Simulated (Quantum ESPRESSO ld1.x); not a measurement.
Question: These are the eigenvalues of the occupied orbitals of an atom or ion with whole-number occupations (hartree). Calculated with ld1.x of Quantum ESPRESSO 7.5: Dirac Kohn-Sham, PBE, spin-unpolarised, spherical densities, point nucleus.

orbital  eigenvalue
1s1/2    -3444.9100
2s1/2     -781.0216
2p1/2     -760.5507
2p3/2     -678.2470
3s1/2     -313.4600
3p1/2     -305.9273
3p3/2     -283.9398

Which element is it, and in what charge state? The configuration may be excited. Open shells, if any, fill j = l - 1/2 first.

Answer: Z = 82, lead, charge +67: Pb67+ in [Ne] 3s2 3p3. The list shows which subshells hold electrons but not how many an open one holds; the 1s level, -3444.9 hartree, gives Z - s = 83.0 by -(Z - s)^2/2, which with screening and relativity narrows Z to a few neighbours, and the depths of the outer levels then fix element, charge and occupations together.
